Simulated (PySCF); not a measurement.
Spectroscopy problems

- PBE0/pcSseg-1 with gauge-including orbitals
- GFN2-xTB geometry
- program: PySCF 2.14
- in vacuum, one averaged value for each set of equivalent atoms, one computed conformer, relativity neglected

Shifts are taken against calculated references (same method and geometry level): $^{1}$H and $^{13}$C vs TMS. Splittings of carbon signals by F and P are missing where no couplings were computed. Where no couplings were computed, multiplicities follow the n + 1 count of equivalent neighbours, and m marks all less simple cases (inequivalent or close neighbours, rings, F or P nearby). Shifts are as computed. Against solution values, carbons near 30 ppm lie about +3 ppm off and those near 130 ppm about +5 ppm. Of 1211 compounds with measured shifts, 218 miss one by over three times the rms of a fit or turn the order of signals round; such compounds aren't used in these exercises. OH and NH positions are gas-phase values without hydrogen bonding to other molecules.

Task: C$_{3}$H$_{3}$F$_{3}$N$_{2}$. $^{1}$H NMR (300 MHz, computed): δ 6.10 (m, 1H), 6.02 (m, 1H), 5.92 (m, 1H). $^{13}$C{$^{1}$H} NMR (computed): δ 129.8 (C), 108.6 (CH), 106.4 (CH2). Give a structure.

Result: `C=N/N=C/C(F)(F)F`. Rings plus π bonds: 2 (no ring in the answer). 3 carbon signals for 3 carbons: no two carbons are equivalent. Carbon types of the structure: 1 × C, 1 × CH, 1 × CH2, which accounts for all hydrogens. δC 129.8: CF3 carbon; 3 electronegative neighbours deshield it. δC 108.6, 106.4: C=N carbon. δH 6.10, 6.02, 5.92: hydrogen on a C=N carbon.

The shifts were computed for this structure.

Task: C$_{3}$H$_{10}$N$_{2}$Si$_{3}$. $^{1}$H NMR (500 MHz, computed): δ 5.01 (m, 2H), 4.87 (m, 2H), 2.76 (s, 3H), 0.38 (m, 1H), 0.35 (m, 1H), 0.32 (br s, 1H). $^{13}$C{$^{1}$H} NMR (computed): δ 124.9 (C), 32.3 (CH3), -14.8 (CH2). What is it?

Result: `CN[Si]1(C#N)[SiH2]C[SiH2]1`. The formula gives 3 degrees of unsaturation (1 ring in the answer). 3 carbon signals for 3 carbons: no two carbons are equivalent. Carbon types of the structure: 1 × C, 1 × CH2, 1 × CH3, leaving 5 H on heteroatoms. δC 124.9: nitrile carbon; this is the usual window of a C≡N carbon, which has no attached hydrogen. δC 32.3: methyl carbon bonded to N; pulled downfield by the heteroatom. δH 2.76: hydrogen on a methyl carbon bonded to N; its carbon carries N, hence the downfield position. δH 0.38, 0.35: hydrogen on an sp3 CH2 bonded to 2 Si; an electropositive neighbour shields it, as in TMS itself.

This is the structure that produced the data.
